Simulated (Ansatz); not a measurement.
Isolated molecules relaxed with PBE0-D4/def2-TZVP in Ansatz; ΔE leaves out vibrations. CCSD(T)/CBS adds triple-zeta CCSD(T) − MP2 to the extrapolated MP2 energy (def2 sets, frozen cores). Each species was taken in one conformer, which may not be the lowest.

Reaction (isomerisation): `C=C(O)B(C)N` → `B/N=C\OCC`

```json
{"species": "`C=C(O)B(C)N`", "HF/def2-TZVPP energy (Eh)": "-272.40807"}
{"species": "`B/N=C\\OCC`", "HF/def2-TZVPP energy (Eh)": "-272.36410"}
```

(1) Work out ΔE.

Largest T1 diagnostic among the species: 0.014.

## Answers

(1) ΔE = (-272.36410) − (-272.40807) = 0.04397 Eh = +27.6 kcal/mol. CCSD(T)/CBS gives +34.0 kcal/mol.

In def2-TZVPP, CCSD(T) changes the Hartree–Fock value by +4.8 kcal/mol (the triples alone add +0.0 kcal/mol) and MP2 by +5.9 kcal/mol. The D4 term adds +1.6 kcal/mol with B3LYP and +0.9 kcal/mol with PBE0; it sums over pairs of atoms, weighted by their polarisabilities, and B3LYP, whose exchange is more repulsive, gets the larger term. From PBE to PBE0 (25 % exact exchange), in def2-TZVPP and without D4, ΔE moves by +2.1 kcal/mol.

B3LYP here is the variant with VWN-RPA as its local correlation; programs differ in this.
